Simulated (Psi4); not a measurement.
methylsilane (CH6Si), singlet, at a GFN2-xTB geometry; Psi4 with CCSD(T)/6-31G*.

The Psi4 input:
```
memory 2 GB

molecule {
0 1
  C    -0.01298196    0.00392095   -1.25022897
  Si    0.00669850   -0.00202315    0.64510011
  H    -0.01147190   -1.00712268   -1.64830101
  H    -0.89650587    0.50641306   -1.63436438
  H     0.85673226    0.51618733   -1.65253877
  H     0.00413621    1.37681588    1.13946736
  H    -1.17977102   -0.70041180    1.14524608
  H     1.21099302   -0.68708334    1.12046299
}

set basis 6-31g*

energy('ccsd(t)')
print_variables()
```

Output, abridged:

```
   => Loading Basis Set <=

    Name: 6-31G*
    Role: ORBITAL
    Keyword: BASIS

         ---------------------------------------------------------
                                   SCF
               by Justin Turney, Rob Parrish, Andy Simmonett
                          and Daniel G. A. Smith
                              RHF Reference
         ---------------------------------------------------------

  ==> Geometry <==

    Molecular point group: c1
    Full point group: C1

    Geometry (in Angstrom), charge = 0, multiplicity = 1:

       Center              X                  Y                   Z               Mass
    ------------   -----------------  -----------------  -----------------  -----------------
         C           -0.013321094920     0.004023377723    -1.282889636713    12.000000000000
         SI           0.006359365080    -0.001920722277     0.612439443287    27.976926534650
         H           -0.011811034920    -1.007020252277    -1.680961676713     1.007825032230
         H           -0.896845004920     0.506515487723    -1.667025046713     1.007825032230
         H            0.856393125080     0.516289757723    -1.685199436713     1.007825032230
         H            0.003797075080     1.376918307723     1.106806693287     1.007825032230
         H           -1.180110154920    -0.700309372277     1.112585413287     1.007825032230
         H            1.210653885080    -0.686980912277     1.087802323287     1.007825032230

  Running in c1 symmetry.

  Rotational constants: A =      1.90275  B =      0.35972  C =      0.35972 [cm^-1]
  Rotational constants: A =  57043.07785  B =  10784.20754  C =  10784.20754 [MHz]
  Nuclear repulsion =   62.768125584688484

  Charge       = 0
  Multiplicity = 1
  Electrons    = 26
  Nalpha       = 13
  Nbeta        = 13

  ==> Algorithm <==

  SCF Algorithm Type is PK.
  DIIS enabled.
  MOM disabled.
  Fractional occupation disabled.
  Guess Type is SAD.
  Energy threshold   = 1.00e-08
  Density threshold  = 1.00e-08
  Integral threshold = 1.00e-12

  ==> Primary Basis <==

  Basis Set: 6-31G*
    Blend: 6-31G*
    Number of shells: 26
    Number of basis functions: 46
    Number of Cartesian functions: 46
    Spherical Harmonics?: false
    Max angular momentum: 2

  ==> Integral Setup <==

  Using in-core PK algorithm.
   Calculation information:
      Number of atoms:                   8
      Number of AO shells:              26
      Number of primitives:             66
[...]
  @RHF Final Energy:  -330.27205381882908
    Total Energy =                       -330.2720538188290220
[...]
              9   4         0.0077734290

    Largest TIjAb Amplitudes:
      9   9   4   4        -0.0335944805
      8   8   5   5        -0.0335944802
     11  11   1   1        -0.0269205884
     10  10   2   2        -0.0269205883
     11  11   6   6        -0.0259014881
     10  10   6   6        -0.0259014873
      7   7   6   6        -0.0255862244
      9   9  19  19        -0.0249644711
      8   8  20  20        -0.0249644706
     11  11   8   8        -0.0249288611

    SCF energy       (wfn)                    = -330.272053818829079
    Reference energy (file100)                = -330.272053818829363

    Opposite-spin MP2 correlation energy      =   -0.183017661428082
    Same-spin MP2 correlation energy          =   -0.044539493224909
    Singles MP2 correlation energy            =   -0.000000000000000
    MP2 correlation energy                    =   -0.227557154652992
      * MP2 total energy                      = -330.499610973482334

    Opposite-spin CCSD correlation energy     =   -0.219535724558142
    Same-spin CCSD correlation energy         =   -0.044073873269862
    Singles CCSD correlation energy           =    0.000000000000000
    CCSD correlation energy                   =   -0.263609597828004
      * CCSD total energy                     = -330.535663416657371

            **************************
            *                        *
            *        CCTRIPLES       *
            *                        *
            **************************

    Wave function   =    CCSD_T
    Reference wfn   =      RHF

    Nuclear Rep. energy (wfn)                =   62.768125584688484
    SCF energy          (wfn)                = -330.272053818829079
    Reference energy    (file100)            = -330.272053818829363
    CCSD energy         (file100)            =   -0.263609597828004
    Total CCSD energy   (file100)            = -330.535663416657371

    Number of ijk index combinations:              455
    Approx. words needed per explicit thread:          143748
    Number of threads for explicit ijk threading:    1

    MKL num_threads set to 1 for explicit threading.

    (T) energy                                =   -0.006086291129448
      * CCSD(T) total energy                  = -330.541749707786835

  Variable Map:
  ----------------------------------------------------------------------------
[...]
  Array Variable Map:
  ----------------------------------------------------------------------------
[...]
[...]
```
